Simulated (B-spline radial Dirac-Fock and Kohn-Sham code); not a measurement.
## Dipole and non-dipole photoemission parameters of S⁺ 2p1/2

System: the S⁺ ion, configuration [Ne] 3s2 3p3; threshold 184.5 eV (orbital energy of the model). Model: Dirac-Hartree-Slater photoionisation with a Latter tail; cross sections with all multipoles, angular parameters from the dipole term and its interference with E2. Program: a radial finite-basis atomic code.

For linearly polarised light dσ/dΩ = σ/(4π) [1 + β P₂(cos θ) + (δ + γ cos²θ) sin θ cos φ], with θ from the polarisation vector and φ the angle between the beam and the projection of the electron momentum on the plane normal to the polarisation.

```
hν (eV)   σ (kb)      β       γ      δ
    194     1360  0.635  -0.047  0.007
    200        ?      ?       ?      ?
    210     1190  0.905  -0.044  0.009
    280      743  1.340   0.015  0.013
    386      355  1.467   0.105  0.015
    400      324  1.472   0.116  0.016
    404      316  1.473   0.119  0.016
    634     96.1  1.447   0.272  0.022
    800     50.0  1.391   0.354  0.027
   1710     4.98  1.096   0.616  0.061
   1770     4.46  1.080   0.628  0.063
   1810     4.15  1.070   0.635  0.065
   1990     3.06  1.025   0.666  0.072
   2000     3.01  1.023   0.667  0.072
 2984.4    0.799  0.833   0.789  0.109
   3880    0.325  0.712   0.863  0.140
   4000    0.292  0.698   0.871  0.144
   5360    0.104  0.574   0.946  0.186
   6170   0.0628  0.520   0.983  0.210
  12000  0.00538  0.310   1.182  0.345
  12100  0.00521  0.308   1.185  0.347
  13100  0.00386  0.287   1.212  0.366
  13800  0.00317  0.273   1.231  0.380
```

Q: Give the values at 200 eV.

A: σ = 1270 kb, β = 0.751, γ = -0.047, δ = 0.008.

Values without a named source are computed, but for edge energies of neutral atoms, which are taken from tables.
